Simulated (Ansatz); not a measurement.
CH5Si (SMILES [CH2-][SiH3]), charge -1, singlet, geometry from GFN2-xTB (a gas-phase anion, which may not be bound at this level), with bond 7-2 at 1.8 times its length; SC-NEVPT2/def2-SVP, CASSCF(6,6) (Ansatz, a first-principles code).

Input for Ansatz:
Ansatz 0.2 input:
```yaml
crystal:
  periodic: [false, false, false]
  atoms:
    - {symbol: C, position_ang: [-0.01988719, -0.09948217, -1.26656962]}
    - {symbol: Si, position_ang: [0.00791311, 0.00755088, 0.53010163]}
    - {symbol: H, position_ang: [-0.91126202, 0.34846772, -1.73680870]}
    - {symbol: H, position_ang: [0.86775006, 0.32705096, -1.76305989]}
    - {symbol: H, position_ang: [0.03655798, 1.22911263, 1.47473221]}
    - {symbol: H, position_ang: [-1.18943448, -0.69231292, 1.11923128]}
    - {symbol: H, position_ang: [2.16254004, -1.30408844, 1.52693859]}
basis:
  gaussian:
    orbitals: def2-SVP
total_charge: -1
magnetization: {spin_polarized: false}
correlation: {method: sc_nevpt2, electrons: all, active_space: {window: {electrons: 6, orbitals: 6}}}
```

**Question.** What does Ansatz print? Leave out banner, timings and long lists.

**Answer.** 
```
Functional definition: HF
575 factors; integrals over basis functions are off by at most 8.7e-4 eV
mean field evaluation 1: about -8961.9452 eV, gradient 1.9e1 eV
mean field evaluation 2: about -8961.9458 eV, gradient 1.9e1 eV
mean field evaluation 4: about -8963.5637 eV, gradient 2.3e0 eV
mean field evaluation 8: about -8963.5850 eV, gradient 3.2e-4 eV
mean field -8963.58504476 eV, -329.4056746586 hartree, gradient 2.2e-6 eV, S^2 0.000000; 1 other end points of the search recorded, 0 dependent functions left out; unrestricted orbitals would lower it
reference -8963.58504476 eV, -329.4056746586 hartree; 13, 13 occupied and 44, 44 virtual orbitals, 575 factors
state -8965.52855086 eV, -329.4770971905 hartree
state -8965.52855086 eV, -329.4770971905 hartree; corrected -8971.33705626 eV, -329.6905558267 hartree
Total energy: -8971.33705626 eV, -329.6905558267 hartree
```
